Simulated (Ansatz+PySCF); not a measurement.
The numbers below are computed, except where a source is named.
Several solutions for singlet BeH₂

```tsv
atom	x (Å)	y (Å)	z (Å)
H	0.0000	0.0000	-1.3391
Be	0.0000	0.0000	0.0000
H	0.0000	0.0000	1.3391
```

Basis set: def2-SVP (spherical functions). Charge 0, multiplicity 1.

CASSCF(4,6) was run from several starts with Ansatz (development build ahead of 0.2.0) and PySCF 2.14.0. The starts are those of the Hartree–Fock orbitals from which the active space was taken at the frontier.

| run | program | start | converged | energy (hartree) | <S²> |
| --- | --- | --- | --- | --- | --- |
| A | PySCF | program defaults | yes | -15.78507 | 0.00 |
| B | Ansatz | stability test followed | yes | -15.79111 | 0.00 |
| C | Ansatz | atomic start, no search | yes | -15.78507 | 0.00 |
| D | Ansatz | search for the lowest state | yes | -15.79111 | 0.00 |

Q: Which runs reached the lowest solution of this kind, and what is wrong with the others?

A: B, D reached the lowest solution found. Converged but too high: A by 0.16 eV, C by 0.16 eV. Convergence only shows a stationary point; in CASSCF the end hangs on which orbitals enter the active space. Caution: other starts end on other solutions of this active space.
